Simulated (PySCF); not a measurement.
These are PBE0-D3(BJ)/def2-TZVP run with PySCF values and carry that method's errors. All species are isolated molecules in the gas phase. One relaxed conformer stands for a flexible species; it need not be the lowest. Delta-SCF ions had no search for a lower state. Excitations are Tamm–Dancoff values on a coarser integration grid. The basis has no diffuse functions, so Rydberg states are missing or too high.

Reference species (SMILES): `C=NC` (neutral, multiplicity 1).

| Item | Value |
|---|---|
| T1 excitation (TDA) | 4.12 eV |
| vertical ionisation energy (Delta-SCF) | 9.73 eV |
| HOMO | -7.35 eV |

Changed species: `C(N)=C`.

### Question
What does the change do to the T1 excitation (TDA), vertical ionisation energy (Delta-SCF) and HOMO?

### Answer
the T1 excitation (TDA) falls by 0.03 eV, to 4.09 eV; the vertical ionisation energy (Delta-SCF) falls by 1.41 eV, to 8.32 eV; the HOMO rises by 1.35 eV, to -6.00 eV.
